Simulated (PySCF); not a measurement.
# Calculated NMR data

PySCF 2.14 calculation with NMR shieldings at PBE0/pcSseg-1/GIAO and GFN2-xTB geometry; a single conformation, no relativistic terms, equivalent nuclei averaged, isolated molecule.

δ = σ(ref) − σ, references computed at the same level: 1H, 13C against TMS. Splittings of carbon signals by F and P are missing where no couplings were computed. Where no couplings were computed, multiplicities follow the n + 1 count of equivalent neighbours, and m marks all less simple cases (inequivalent or close neighbours, rings, F or P nearby). Shifts are as computed. Against solution values, carbons near 30 ppm lie about +3 ppm off and those near 130 ppm about +5 ppm. Of 1211 compounds with measured shifts, 218 miss one by over three times the rms of a fit or turn the order of signals round; such compounds aren't used in these exercises.

Compound 1 (C11H12). 1H NMR (400 MHz, computed): δ 7.62 (m, 2H), 7.49 (m, 2H), 7.49 (m, 1H), 6.48 (m, 1H), 6.37 (m, 1H), 5.87 (m, 1H), 5.46 (m, 1H), 5.31 (m, 1H), 3.43 (d, 2H). 13C{1H} NMR (computed): δ 146.4, 145.7, 145.7, 136.9, 134.4, 134.4, 131.6, 122.8, 46.5. Structure: `C=C/C=C/Cc1ccccc1`.

Compound 2 (C8H7OP). 1H NMR (400 MHz, computed): δ 7.66 (m, 1H), 7.37 (m, 1H), 7.06 (m, 1H), 6.69 (m, 1H), 6.56 (m, 1H), 5.66 (m, 1H), 5.50 (m, 1H). 13C{1H} NMR (computed): δ 274.7 (C), 154.8 (C), 151.6 (CH), 141.8 (CH), 128.0 (CH), 126.0 (CH2), 125.7 (CH), 118.9 (CH). Structure: SMILES C1=C(P=C=CC=C)OC=C1.
